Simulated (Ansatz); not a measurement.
Species: C3H10GeN, net charge -1, singlet state. It need not be the lowest isomer of its formula. Whether it binds its extra electron was not tested at this geometry. 
Structure (B3LYP-D3(BJ)/def2-TZVP (Ansatz, an electronic-structure program) minimum search):
SMILES: CC[N](C)[GeH2-]
```xyz
15

C     -2.3517    -0.2431     0.6901
C     -1.4085     0.9198     0.3969
N     -0.0220     0.5940     0.6301
C      0.7698     1.7961     0.6892
Ge     0.7140    -0.8230    -0.5689
H     -2.1099    -1.0975     0.0561
H     -3.3944     0.0453     0.5163
H     -2.2408    -0.5612     1.7300
H     -1.5990     1.2799    -0.6396
H     -1.6908     1.7655     1.0489
H      1.8060     1.5475     0.9230
H      0.7848     2.3666    -0.2633
H      0.3934     2.4855     1.4700
H      1.1018     0.2189    -1.7797
H      2.1971    -0.7095     0.0743
```
Charge -1, spin multiplicity 1.

Total electronic energies in hartree. Correlated levels leave the core frozen unless marked. Spin-orbit coupling is left out. The frozen core is the preceding noble-gas configuration, with the filled d and f shells of earlier blocks. Non-relativistic. CBS(X,Y): correlation extrapolated as X^-3; Hartree-Fock from the larger set. [CCSD(T)-MP2]/basis is that difference in the basis named.

```csv
level,program,energy (Eh)
HF/cc-pVDZ,Ansatz,-2249.18082
RI-HF/aug-cc-pVQZ,Ansatz,-2249.32510
PBE-D3(BJ)/def2-TZVPD,Ansatz + dftd3,-2251.61806
r2SCAN-D4/def2-TZVPD,Ansatz + dftd4,-2252.04604
B3LYP-D3(BJ)/def2-TZVPD,Ansatz + dftd3,-2252.24221
B3LYP-D4/def2-TZVPD,Ansatz + dftd4,-2252.24313
PBE0-D4/def2-TZVP,Ansatz + dftd4,[?]
PBE0/def2-QZVPP,Ansatz,-2251.73917
BHLYP/def2-TZVPD,Ansatz,[?]
r2SCAN0-D4/def2-TZVPD,Ansatz + dftd4,-2252.00901
r2SCAN0/def2-TZVPD,Ansatz,-2252.00476
HSE06/def2-TZVPD,Ansatz,-2251.67232
B2GP-PLYP-D3(BJ)/def2-TZVPD,Ansatz + dftd3,-2251.39988
B2PLYP-D4/def2-TZVPD,Ansatz + dftd4,-2251.58621
RPA@PBE/cc-pVTZ,Ansatz,-2250.74734
RI-MP2/aug-cc-pVQZ,Ansatz,-2250.27723
SCS-MP2/STO-3G,Ansatz,-2223.62453
SCS-MP2/6-31G*,Ansatz,-2249.55843
SCS-MP2/cc-pVDZ,Ansatz,-2249.90288
CCSD/aug-cc-pVDZ,Ansatz,-2250.02609
CCSD(T)/cc-pVTZ,Ansatz,-2250.28878
"RI-MP2/CBS(aug-cc-pVTZ,aug-cc-pVQZ)+[CCSD(T)-MP2]/aug-cc-pVDZ",Ansatz,-2250.4095
"RI-MP2/CBS(aug-cc-pVTZ,aug-cc-pVQZ)+[CCSD(T)-MP2]/aug-cc-pVTZ",Ansatz,-2250.4064
```

What belongs in the gaps?


- PBE0-D4/def2-TZVP, energy (Eh): -2251.69028
- BHLYP/def2-TZVPD, energy (Eh): -2252.02096
